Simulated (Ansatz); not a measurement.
`C[N](C)[Zn][OH]` + HBr → `C[N](C)[Zn][Br]` + H₂O at 298.15 K and 1 bar (ligand exchange at a Zn–O bond).

Program: Ansatz. Geometries: PBE0-D4/def2-TZVP. ΔE: electronic, gas phase. CCSD(T)/CBS adds triple-zeta CCSD(T) − MP2 to the extrapolated MP2 energy (def2 sets, frozen cores). This one scheme is used for every species. For Br, Zn outer-core shells are correlated without core-valence functions, which leaves a few kJ/mol of doubt a bond. Scalar relativity is left out up to krypton. One conformer a species, not always the lowest.

```json
{"species": "`C[N](C)[Zn][OH]`", "CCSD(T)/CBS energy (Eh)": "-1988.58236", "H − E (kJ/mol)": "270.8", "S (J/(mol·K))": "369.2"}
{"species": "HBr", "CCSD(T)/CBS energy (Eh)": "-2573.91920", "H − E (kJ/mol)": "24.6", "S (J/(mol·K))": "198.6"}
{"species": "`C[N](C)[Zn][Br]`", "CCSD(T)/CBS energy (Eh)": "-4486.16677", "H − E (kJ/mol)": "238.5", "S (J/(mol·K))": "379.2"}
{"species": "H₂O", "CCSD(T)/CBS energy (Eh)": "-76.37941", "H − E (kJ/mol)": "66.4", "S (J/(mol·K))": "188.7"}
```

H − E and S are ideal-gas, rigid-rotor, harmonic terms from PBE0-D4/def2-TZVP, for one conformer and one mirror image of each species. 1 Eh = 2625.50 kJ/mol, R = 8.31446 J/(mol·K).

By hand: ΔE, ΔH, ΔS and ΔG.

ΔE = (-4486.16677) + (-76.37941) − (-1988.58236) − (-2573.91920) = -0.04462 Eh = -117.1 kJ/mol. Δ(H − E) = 238.5 + 66.4 − 270.8 − 24.6 = 9.5, so ΔH = -107.6 kJ/mol. ΔS = 379.2 + 188.7 − 369.2 − 198.6 = 0.1 J/(mol·K). ΔG = -107.6 − 298.15 × (0.1)/1000 = -107.6 kJ/mol.

By hand: the equilibrium constant, and the temperature at which ΔG would vanish if ΔH and ΔS stayed fixed.

log₁₀ K = −ΔG/(RT ln 10) = 18.9. ΔH and −TΔS have one sign here, so there is no such temperature. One of them is within its doubt of zero, so this could turn.

The number of gas molecules stays the same, so ΔS is small and ΔH decides. A doubt of 5 kJ/mol in ΔE shifts log₁₀ K by 0.9 here. Other conformers and mirror images would add mixing entropy, several J/(mol·K) or more a flexible species. Modes under 60 cm⁻¹, often nearly free rotors, make the harmonic entropy too high. These are equilibria of isolated gas molecules and say nothing of rates. Largest T1 diagnostic: 0.016 (customary marks: 0.02 for closed shells, 0.045 for open ones).
